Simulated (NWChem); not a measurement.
System: CuH₂SO, doublet; SMILES [OH][Cu][SH]

Input file for NWChem:

```
start job
memory heap 200 mb stack 900 mb global 1100 mb
geometry units angstroms noautoz
  Cu     0.012235    -0.339327     0.000000
  O     -0.085990    -2.099194     0.000000
  H      0.747305    -2.585637     0.000000
  S      0.068280     1.779093     0.000000
  H     -1.278288     1.928628     0.000000
end
basis spherical
  Cu library def2-svp
  O library def2-svp
  H library def2-svp
  S library def2-svp
end
dft
  odft
  mult 2
  xc pw6b95
  iterations 150
  mulliken
end
task dft energy
```

In the optimisation the excess spin sits in a" (Cs, its own frame). Geometry: optimised at PBE0/def2-SVP, spin-unrestricted. The spin multiplicity was typed, not searched, and may not be the lowest. No stability test was run on the SCF state.

Task: Predict the main results of this run. (PW6B95/def2-SVP, spin-unrestricted.) Quantities: energy (Ha); highest occupied level (eV); lowest empty minus highest occupied level, either spin (eV); dipole (D); <S²>.

Result: 
```json
{
  "energy (Ha)": "-2115.98",
  "highest occupied level (eV)": "-7.25",
  "lowest empty minus highest occupied level, either spin (eV)": "2.93",
  "dipole (D)": "0.53",
  "<S²>": "0.756"
}
```
